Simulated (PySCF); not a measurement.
Molfile (atoms numbered from 1):
```
C8H11OP
     RDKit          3D

 21 21  0  0  0  0  0  0  0  0999 V2000
    3.2036   -0.7047   -0.1915 C   0  0  0  0  0  0  0  0  0  0  0  0
    1.8269   -0.9509   -0.0685 O   0  0  0  0  0  0  0  0  0  0  0  0
    0.9480    0.1003   -0.0801 C   0  0  0  0  0  0  0  0  0  0  0  0
    1.3703    1.4102   -0.2101 C   0  0  0  0  0  0  0  0  0  0  0  0
    0.3470    2.8042   -0.2354 P   0  0  0  0  0  0  0  0  0  0  0  0
   -1.1921    2.0476   -0.0640 C   0  0  0  0  0  0  0  0  0  0  0  0
   -1.4250    0.6871    0.0552 C   0  0  0  0  0  0  0  0  0  0  0  0
   -2.8466    0.2246    0.1982 C   0  0  0  0  0  0  0  0  0  0  0  0
   -0.4054   -0.2643    0.0500 C   0  0  0  0  0  0  0  0  0  0  0  0
   -0.7538   -1.7175    0.1883 C   0  0  0  0  0  0  0  0  0  0  0  0
    3.4456   -0.2233   -1.1450 H   0  0  0  0  0  0  0  0  0  0  0  0
    3.6789   -1.6844   -0.1556 H   0  0  0  0  0  0  0  0  0  0  0  0
    3.5821   -0.0918    0.6337 H   0  0  0  0  0  0  0  0  0  0  0  0
    2.4269    1.6161   -0.3055 H   0  0  0  0  0  0  0  0  0  0  0  0
   -2.0476    2.7116   -0.0467 H   0  0  0  0  0  0  0  0  0  0  0  0
   -3.1136   -0.4494   -0.6146 H   0  0  0  0  0  0  0  0  0  0  0  0
   -2.9818   -0.3149    1.1348 H   0  0  0  0  0  0  0  0  0  0  0  0
   -3.5306    1.0692    0.1847 H   0  0  0  0  0  0  0  0  0  0  0  0
    0.1444   -2.3247    0.1722 H   0  0  0  0  0  0  0  0  0  0  0  0
   -1.4052   -2.0335   -0.6261 H   0  0  0  0  0  0  0  0  0  0  0  0
   -1.2809   -1.8945    1.1253 H   0  0  0  0  0  0  0  0  0  0  0  0
  1  2  1  0
  2  3  1  0
  3  4  1  0
  4  5  2  0
  5  6  1  0
  6  7  2  0
  7  8  1  0
  7  9  1  0
  9 10  1  0
  9  3  2  0
  1 11  1  0
  1 12  1  0
  1 13  1  0
  4 14  1  0
  6 15  1  0
  8 16  1  0
  8 17  1  0
  8 18  1  0
 10 19  1  0
 10 20  1  0
 10 21  1  0
M  END
```

PySCF 2.14.0 with density-fitted response routines calculation with NMR shieldings at PBE0/pcSseg-1/GIAO and GFN2-xTB structure; averaged over atoms made equivalent by symmetry, fast rotation or ring inversion, relativity neglected, no solvent, one computed conformer.

Predict the 2D correlation tables (HSQC, COSY, HMBC).

Results:



HSQC (one-bond C–H):
| δH | δC |
| --- | --- |
| 8.58 (H15) | 157.4 (C6) |
| 7.94 (H14) | 134.2 (C4) |
| 4.08 (H11/H12/H13) | 55.6 (C1) |
| 2.48 (H16/H17/H18) | 27.7 (C8) |
| 2.41 (H19/H20/H21) | 14.6 (C10) |

HMBC (two and three bonds, from the bond graph):
| δH | δC |
| --- | --- |
| 8.58 (H15) | 150.1 (C7), 134.2 (C4), 134.2 (C9), 27.7 (C8) |
| 7.94 (H14) | 165.8 (C3), 157.4 (C6), 134.2 (C9) |
| 4.08 (H11/H12/H13) | 165.8 (C3) |
| 2.48 (H16/H17/H18) | 157.4 (C6), 150.1 (C7), 134.2 (C9) |
| 2.41 (H19/H20/H21) | 165.8 (C3), 150.1 (C7), 134.2 (C9) |

No COSY cross peaks are expected.

References, each an isolated molecule treated in the same way: 1H (σref 31.72) and 13C (σref 186.93) against TMS.

Short H···H contacts in this conformer between protons four or more bonds apart (candidates for NOE cross peaks, intensity ∝ r⁻⁶): H15···H18 2.22 Å, H11···H14 2.26 Å, H17···H21 2.32 Å.

Shifts are as computed. Against solution values, carbons near 30 ppm lie about +3 ppm off and those near 130 ppm about +5 ppm. Of 1211 compounds with measured shifts, 218 miss one by over three times the rms of a fit or turn the order of signals round; such compounds aren't used in these exercises.
